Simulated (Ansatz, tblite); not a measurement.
Isomers of Be5S4⁺ (doublet), found by a short tight-binding search and relaxed with PBE-D4/def2-SVP in Ansatz.

The xTB rows come from tblite. Correlated methods freeze 20 core orbitals. In CCSD on the charge 1 doublet the largest single amplitude is 0.34, so its Hartree–Fock determinant may place the open shell otherwise than the density functionals do.

Run but left out: HF/STO-3G, HF/def2-SVP, HF/def2-TZVP, MP2/def2-SVP, MP2/def2-TZVP (D: a determinant that CCSD turns far, T1 0.053).

D: At PBE-D4/def2-SVP, PBE-D4/def2-TZVP the gap within one spin of the charge 1 doublet nearly closes, so an electron or hole may be smeared out by delocalisation error. At CCSD(T)/def2-SVP T1 of the charge 1 doublet is large (up to 0.053), so the single-reference result is doubtful.

Other spin states weren't relaxed.

A:

Cartesian coordinates in Å:
```
Be -1.247 -0.600 0.902
Be -0.715 -3.247 -0.368
Be 0.208 -0.648 -1.501
Be 0.032 1.536 1.558
Be 1.428 1.487 -0.740
S 0.640 2.850 0.326
S -1.549 -1.424 -0.906
S -0.732 0.072 2.565
S 1.935 -0.025 -1.835
```

B:

```xyz
9

Be    0.4685    1.9777    0.1916
Be    1.0854   -2.8755   -1.9262
Be   -0.6999   -0.4810   -0.1841
Be    1.4106   -0.7513   -1.2203
Be   -1.2392    1.2079    1.7342
S     0.0086    2.6835    1.8643
S     0.6976   -2.2701   -0.1149
S     0.3709    0.8935   -1.4739
S    -2.1026   -0.3846    1.1292
```

C:

```csv
atom,x (Å),y (Å),z (Å)
Be1,-0.642,1.679,0.541
Be2,0.595,-0.360,-1.205
Be3,1.491,1.145,0.368
Be4,0.739,-1.832,0.469
Be5,-1.802,-0.527,0.332
S6,2.297,-0.763,0.040
S7,-2.194,0.930,1.448
S8,0.353,1.642,-1.269
S9,-0.837,-1.913,-0.724
```

D:

```csv
atom,x (Å),y (Å),z (Å)
Be1,1.743,-1.028,0.967
Be2,-1.024,1.663,-0.549
Be3,-1.920,-1.109,-0.937
Be4,0.262,-2.229,0.108
Be5,1.601,1.628,0.767
S6,-2.479,0.690,-1.332
S7,2.950,0.419,1.387
S8,-1.413,-2.917,-0.562
S9,0.279,2.884,0.152
```

Q: Estimate which lies lowest at each level, and how far above it the others are (kcal/mol).

A: 
```json
{"level": "GFN1-xTB", "A": "17.1", "B": "14.9", "C": "0.0", "D": "10.8"}
{"level": "GFN2-xTB", "A": "12.4", "B": "2.7", "C": "0.0", "D": "0.6"}
{"level": "PBE-D4/def2-SVP", "A": "21.4", "B": "23.4", "C": "0.0", "D": "34.8"}
{"level": "PBE-D4/def2-TZVP", "A": "24.6", "B": "24.9", "C": "0.0", "D": "39.7"}
{"level": "r2SCAN-D4/def2-TZVP", "A": "21.6", "B": "23.7", "C": "0.0", "D": "41.6"}
{"level": "B97M-V/def2-TZVP", "A": "19.0", "B": "21.9", "C": "0.0", "D": "34.9"}
{"level": "PBE0-D4/def2-SVP", "A": "20.6", "B": "24.1", "C": "0.0", "D": "43.5"}
{"level": "PBE0-D4/def2-TZVP", "A": "23.8", "B": "25.5", "C": "0.0", "D": "48.8"}
{"level": "B2PLYP/def2-TZVP", "A": "13.4", "B": "20.2", "C": "0.0", "D": "38.6"}
{"level": "CCSD/def2-SVP", "A": "5.7", "B": "17.4", "C": "0.0", "D": "38.5"}
{"level": "CCSD(T)/def2-SVP", "A": "7.1", "B": "17.7", "C": "0.0", "D": "37.7"}
```
Point groups (tolerance 0.1 Å): A Cs, B not assigned, C not assigned, D not assigned. Lower isomers may exist. From def2-SVP to def2-TZVP the PBE0 values move by up to 5.3 kcal/mol, so results in the small set are rough.
